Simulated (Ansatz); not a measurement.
Basis sets compared for Li5⁺ (the lowest singlet isomer of a short search). Charge 1, multiplicity 1. Geometry r2SCAN/def2-TZVP. Ansatz on 4 threads of Arm Neoverse V1 on a shared host; times are rough, and most runs start from earlier orbitals.

```xyz
5

Li    2.092   -1.698    0.853
Li    0.092    0.819    1.397
Li    0.883    0.472   -1.277
Li   -2.092    1.698   -0.853
Li   -0.975   -1.291   -0.120
```

The structure comes from a short search, and lower isomers may exist.

```tsv
level	functions	energy (Eh)	HOMO (eV)	LUMO (eV)	wall time
PBE/def2-SVP	45	-37.2541	-6.53	-5.65	0.45 s
PBE0/def2-SVP	45	-37.2786	-7.04	-5.06	0.45 s
```

(1) Estimate the rows for PBE/def2-TZVP, PBE0/def2-TZVP.

Answers

(1) 
```csv
level,functions,energy (Eh),HOMO (eV),LUMO (eV),wall time
PBE/def2-TZVP,70,-37.2823,-6.66,-5.80,0.45 s
PBE0/def2-TZVP,70,-37.3052,-7.17,-5.23,0.55 s
```
